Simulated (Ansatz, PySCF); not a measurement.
Species: C$_{2}$HO (charge 0, doublet). It need not be the lowest isomer of its formula. 
Coordinates optimised at B3LYP-D3(BJ)/def2-TZVP (Ansatz, a program for electronic structure):
```xyz
4

C     -0.8004    -0.5753    -0.2617
C      0.5133    -0.3778    -0.0381
O      0.0232     0.8049     0.2249
H      1.5373    -0.7205    -0.0007
```
Charge 0, spin multiplicity 2.

Wanted: atomisation energy (electronic, to ground-state atoms), in kJ/mol. Valence correlation only, unless marked. UHF or UKS for open shells. Spin-orbit coupling is left out. No relativistic terms. The coupled-cluster limit lacks core correlation, which all-electron functionals hold. CBS(X,Y): correlation extrapolated as X^-3; Hartree-Fock from the larger set.

```json
[
 {"level": "PBE/def2-TZVPD", "program": "Ansatz", "atomisation energy (kJ/mol)": "___"},
 {"level": "BLYP/def2-TZVPD", "program": "Ansatz", "atomisation energy (kJ/mol)": "___"},
 {"level": "TPSS/def2-TZVPD", "program": "PySCF", "atomisation energy (kJ/mol)": "1573.1"},
 {"level": "MN15-D3(BJ)/def2-TZVPD", "program": "PySCF + dftd3", "atomisation energy (kJ/mol)": "___"},
 {"level": "HSE06-D4/def2-TZVPD", "program": "Ansatz + dftd4", "atomisation energy (kJ/mol)": "1568.5"},
 {"level": "CAM-B3LYP-D4/def2-TZVPD", "program": "Ansatz + dftd4", "atomisation energy (kJ/mol)": "1542.2"},
 {"level": "SCS-MP2/aug-cc-pVDZ", "program": "Ansatz", "atomisation energy (kJ/mol)": "1401.8"},
 {"level": "CCSD/6-31G*", "program": "Ansatz", "atomisation energy (kJ/mol)": "___"},
 {"level": "CCSD(T)/CBS(cc-pVTZ,cc-pVQZ)", "program": "Ansatz", "atomisation energy (kJ/mol)": "1527.6"}
]
```

Fill in the missing entries.


- PBE/def2-TZVPD, atomisation energy (kJ/mol): 1655.5
- BLYP/def2-TZVPD, atomisation energy (kJ/mol): 1579.5
- MN15-D3(BJ)/def2-TZVPD, atomisation energy (kJ/mol): 1558.0
- CCSD/6-31G*, atomisation energy (kJ/mol): 1358.0
